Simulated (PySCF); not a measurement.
Electronic structure of P²⁺ (phosphorus, charge +2) at the UHF level

Configuration: [Ne] 3s2 3p1, 2P determinant. All numbers are calculated (PySCF 2.14, the non-relativistic Hamiltonian (point nucleus), in aug-cc-pV(D+d)Z).

| Item | Value |
| --- | --- |
| Total energy | -339.640360 hartree |
| One-electron energy | -459.0268 hartree |
| Hartree (Coulomb) energy | 141.4077 hartree |
| Exchange energy | -22.0213 hartree |
| Kinetic energy | 339.37546 hartree |
| ⟨S²⟩ | 0.7624 |
| ⟨L²⟩ | 2.038 |
| Sum of ⟨r⟩ | 9.673 bohr |
| Sum of ⟨r²⟩ | 14.20 bohr² |
| Traceless quadrupole moment −½Σ⟨3z² − r²⟩ along its main axis | -1.88 e·bohr² |
| Density at the nucleus (Gaussians lack the cusp) | 2130 bohr⁻³ |
| Spin density at the nucleus | 0.0832 bohr⁻³ |
| Langevin diamagnetic susceptibility | -11.2 ×10⁻⁶ cm³/mol |
| Time after the integrals | 0.06 s of wall time on 1 thread of Neoverse-V2 (shared host) |

```
shell  electrons  mean orbital energy (hartree)  spread (hartree)  rms radius, mean of both spins (bohr)
 1s α          1                      -80.89956                 0                                  0.120
 1s β          1                      -80.89030                 0                                  0.120
 2s α          1                       -8.40619                 0                                  0.561
 2s β          1                       -8.39587                 0                                  0.561
 2p α          3                       -6.29678           0.01661                                  0.539
 2p β          3                       -6.27879           0.02363                                  0.539
 3s α          1                       -1.47248                 0                                   1.90
 3s β          1                       -1.36243                 0                                   1.90
 3p α          1                       -1.10040                 0                                   2.14
```
